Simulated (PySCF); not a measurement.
# Static response to an electric field

Compound: C5H10GaNOSi.
Geometry (PBE0-D3(BJ)/def2-SVP, Å), atoms numbered from 1 in this order:
```xyz
19
C5H10GaNOSi angstrom
Si     2.868    0.879    0.171
O      1.182    0.870    0.043
C      0.299   -0.111   -0.028
C      0.654   -1.466   -0.102
C     -0.357   -2.413   -0.176
C     -1.690   -2.001   -0.175
C     -1.951   -0.642   -0.097
N     -0.980    0.276   -0.025
Ga    -1.476    2.351    0.116
H      3.264    0.134    1.401
H      3.453    0.212   -1.028
H      3.241    2.310    0.243
H      1.706   -1.759   -0.104
H     -0.103   -3.474   -0.235
H     -2.511   -2.716   -0.232
H     -2.968   -0.241   -0.089
H     -0.844    2.730    1.517
H     -3.049    2.115    0.074
H     -0.800    2.939   -1.188
```

Level: CAM-B3LYP/def2-SVPD (PySCF), static field, nuclei fixed, core orbitals frozen in the response. The polarisability tensor in these axes (au):

```
x   147.57   6.58   1.77
y     6.58 144.92   3.49
z     1.77   3.49  93.92
```

Problem. Diagonalise the tensor; give its mean and Δα, where Δα² is half the sum of the squared differences of the eigenvalues.

Solution. Principal values 93.64, 139.59 and 153.17 au; mean 128.80 au = 19.09 Å³ = 21.24 × 10⁻⁴⁰ C²·m²/J; Δα = 54.03 au (42 % of the mean).

Problem. What is the dipole moment, and where does it point?

Solution. (3.34, -6.36, -0.29) D, 7.19 D in size, pointing from the negative to the positive side. Measured along this direction, the outermost atoms are H18 at the negative end and H14 at the positive end.

Problem. Find the Langevin capture rate constant for NO+ (29.998 u) meeting this molecule (196.979 u), k = 2.342 × 10⁻⁹ cm³/s × √(α in Å³ / reduced mass in u).

Solution. The reduced mass is 26.03 u, so k = 2.01 × 10⁻⁹ cm³/s. The formula leaves out the permanent dipole, which adds to the capture rate.

Problem. What are the principal values of the traceless quadrupole moment, Θ = ½Σq(3rr − r²1), about the centre of nuclear charge?

Solution. -10.54, -5.32, 15.86 D·Å. The values depend on the origin, since the dipole doesn't vanish. The electronic extent ⟨r²⟩ about the same centre is 2270 bohr², a root-mean-square distance of 2.52 Å for the 100 electrons.

Problem. What would n − 1 = 2πNα be for an ideal gas of these molecules at 350 K and 1 atm, electronic part alone?

Solution. N = p/kT = 2.0968 × 10¹⁹ cm⁻³, so n − 1 = 2π × N × 19.09 × 10⁻²⁴ cm³ = 2515 × 10⁻⁶ at long wavelengths, for an ideal gas.

Problem. Form Σ f/ω² (atomic units) for the 10 lowest TDDFT singlets, given as eV and f, and set it beside the mean polarisability, which is this sum over all singlets: 5.13, 0.0988; 5.28, 0.0004; 5.38, 0.0461; 6.09, 0.0028; 6.10, 0.0007; 6.13, 0.0463; 6.21, 0.1323; 6.75, 0.0446; 6.82, 0.0172; 6.85, 0.0000.

Solution. They add up to 8.49 au, 6.6 % of the 128.80 au; the largest single term is 2.78 au, from the state at 5.13 eV. Terms in order: 2.78, 0.01, 1.18, 0.06, 0.01, 0.91, 2.54, 0.73, 0.27, 0.00 au. Higher excitations give the rest. The strengths listed sum to 0.389.

Problem. Along which axes do the principal values lie, and how far do the nuclei extend along each?

Solution. Largest value along (0.77, 0.64, 0.06), where the nuclei span 7.65 Å; middle along (-0.64, 0.77, 0.03), 6.19 Å; least along (-0.02, -0.06, 1.00), 2.71 Å. The response follows the extents in order.

One conformer (not necessarily the lowest) at the PBE0-D3(BJ)/def2-SVP geometry, without solvent, vibrations or thermal averaging. The calculation is non-relativistic, for gallium too.

These values come from a run that also computed excited states and ΔSCF ions. The run took 12 min wall on one thread of an Arm Neoverse V1, no GPU, shared host, and the process peaked at 1.6 GiB of memory.
